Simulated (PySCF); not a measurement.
Species: C5H5O2 (charge -1).
Structure used (GFN2-xTB), in Å, numbered top down from 1:
```xyz
12
C5H5O2 angstrom
C      1.972    0.229   -0.038
C      0.911   -0.559   -0.160
C     -0.481   -0.157   -0.015
C     -1.437   -1.074   -0.169
C     -0.932    1.317    0.319
O     -0.045    2.171    0.462
O     -2.159    1.471    0.405
H      2.981   -0.145   -0.161
H      1.836    1.272    0.189
H      1.054   -1.618   -0.391
H     -2.472   -0.793   -0.065
H     -1.228   -2.114   -0.400
```

The geometry is computed with GFN2-xTB (gas phase).

Masses are those of the commonest isotopes; rigid-rotor values at the optimised geometry. The values belong to one conformer with, in the numbering `[CH2:1]=[CH:2][C:3](=[CH2:4])[C:5](=[O:6])[O-:7]`, C1–C2–C3–C4 180°, C2–C3–C5–O6 0°.

(1) What are A, B and C (cm⁻¹)?

(2) Classify the top.

(3) What does the inertial defect say?

(4) Estimate the classical rotational partition function at 25 K, 50 K and 200 K.

Answers

(1) Ia = 123.22, Ib = 193.88, Ic = 317.10 u·Å²; 505379 MHz·u·Å²/I gives 4101, 2607 and 1594 MHz, that is A = 0.13681, B = 0.08695, C = 0.05316 cm⁻¹.

(2) An asymmetric top; Ray's κ = -0.192.

(3) Planar: Δ = Ic − Ia − Ib = 0.00 u·Å². For a rigid frame Δ = −2 Σ m c², so it vanishes when all atoms lie in the ab plane; here none is more than 0.01 Å from it.

(4) Point group Cs, symmetry number σ = 1; q = (√π/σ)·√((kT/h)³/(ABC)), k/h = 20836.6 MHz/K: 5110 at 25 K, 14400 at 50 K, 116000 at 200 K.

Whether it is a minimum is left open (no frequencies). Zero-point vibration and centrifugal distortion are left out.
